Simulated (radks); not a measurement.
Results of a calculation; reference values are marked as such.
Q: Dipole-allowed excitations along the series with 36 electrons in [Kr]. Code: a radial shooting solver on a logarithmic mesh with Libxc functionals. Model: scalar-relativistic Kohn-Sham, LDA (Slater exchange, VWN5 correlation), spin-unpolarised, spherical densities, finite nucleus; Fermi nuclear charge, rms radius of each element as measured or else 0.836 A^(1/3) + 0.57 fm. Time-dependent linear response with the Hartree and adiabatic LDA kernel, continuum included through the Sternheimer equations, no spin-orbit coupling, so fine structure and intercombination lines are absent. Lines are the poles of the dipole polarisability below minus the highest occupied eigenvalue, found on a grid refined at the orbital gaps; the lowest seven at most are given, and weak or close lines can be missed. The first line takes the name of the lowest orbital gap if no other gap lies below it; otherwise a line is named after a gap within 0.6 % of it, if that gap stands alone.

| species | -e(HOMO) (eV) | lowest orbital gap (eV) | first line (eV) | f | static alpha (bohr^3) |
|---|---|---|---|---|---|
| Sn14+ | 370.04 | 4p-4d 73.688 | 91.916 (4p-4d) | 4.51 | 0.4485 |
| Sb15+ | 409.90 | 4p-4d 77.872 | 96.936 (4p-4d) | 4.39 | 0.3932 |
| Te16+ | 451.57 | 4p-4d 82.094 | 101.98 (4p-4d) | 4.29 | 0.3466 |
| Xe18+ | 540.37 | 4p-4d 90.679 | 112.19 (4p-4d) | 4.10 | 0.2734 |
| Cs19+ | 587.49 | 4p-4d 95.050 | 117.36 (4p-4d) | 4.01 | 0.2444 |

Estimate the first line of I17+, its oscillator strength and the static polarisability.

A: 107.07 eV (4p-4d), f = 4.19, alpha = 0.3071 bohr^3.
